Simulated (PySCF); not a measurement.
N-methylbuta-2,3-dien-1-amine (C5H9N), SMILES C=C=CCNC.

Geometry optimised at PBE0-D3(BJ)/def2-SVP. One conformer was computed; it need not be the lowest.

These are PBE0/def2-TZVP (PySCF) values and carry that method's errors.

The molecule is in vacuum.

- total energy: -250.40838 hartree
- highest occupied level: -6.52 eV
- lowest empty level: 0.28 eV
- orbital gap: 6.79 eV
- dipole moment: 0.185 e·Å
- quadrupole, principal values (traceless, Buckingham form, about the centre of nuclear charge): -4.32, 1.73, 2.59 D·Å
- mean static polarisability: 73.9 bohr³ (10.94 Å³)
- polarisability, principal values: 54.7, 57.4, 109.4 bohr³
